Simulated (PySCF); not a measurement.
C4H2F2, SMILES C(/C#C)(=C/F)F. Atoms are numbered in the order given.

```xyz
8

C     -0.8584     2.1892     0.0000
C     -0.2317     1.1513     0.0000
C      0.5059    -0.0605     0.0000
F      1.8377     0.0469     0.0000
C     -0.0286    -1.2897     0.0000
F     -1.3358    -1.4747     0.0000
H     -1.4162     3.1080     0.0000
H      0.5757    -2.1999     0.0000
```

Coordinates come from a PBE0-D3(BJ)/def2-SVP optimisation. The structure was generated by enumeration; whether it is a known compound was not checked.

Level of theory: HF/def2-TZVP run with PySCF.

ESP charges are fitted to the potential on shells at 1.4 to 2.0 van der Waals radii. Atomic charges (e):

```json
[
 {"atom": "C1", "meta-Löwdin": "-0.15", "ESP fit": "-0.50", "Mulliken": "-0.04"},
 {"atom": "C2", "meta-Löwdin": "___", "ESP fit": "0.15", "Mulliken": "-0.01"},
 {"atom": "C3", "meta-Löwdin": "___", "ESP fit": "0.13", "Mulliken": "0.05"},
 {"atom": "F4", "meta-Löwdin": "-0.30", "ESP fit": "-0.17", "Mulliken": "-0.26"},
 {"atom": "C5", "meta-Löwdin": "0.21", "ESP fit": "-0.03", "Mulliken": "0.13"},
 {"atom": "F6", "meta-Löwdin": "___", "ESP fit": "-0.14", "Mulliken": "-0.24"},
 {"atom": "H7", "meta-Löwdin": "0.18", "ESP fit": "0.37", "Mulliken": "0.22"},
 {"atom": "H8", "meta-Löwdin": "___", "ESP fit": "0.20", "Mulliken": "0.16"}
]
```

Q: Fill in the missing entries. (Estimate from the structure and the level; the computed values follow.)

A: 
- C2, meta-Löwdin: -0.07
- C3, meta-Löwdin: 0.28
- F6, meta-Löwdin: -0.29
- H8, meta-Löwdin: 0.14

Q: Give the Mayer and Wiberg (Löwdin basis) orders of the bonds. (An estimate is asked for; the answer gives what the named calculation found.)

A: 
```csv
bond,Mayer,Wiberg
C1–C2,2.81,2.91
C2–C3,1.15,1.27
C3–F4,0.98,1.66
C3–C5,1.93,1.92
C5–F6,0.98,1.75
C1–H7,0.92,0.92
C5–H8,0.99,0.87
```
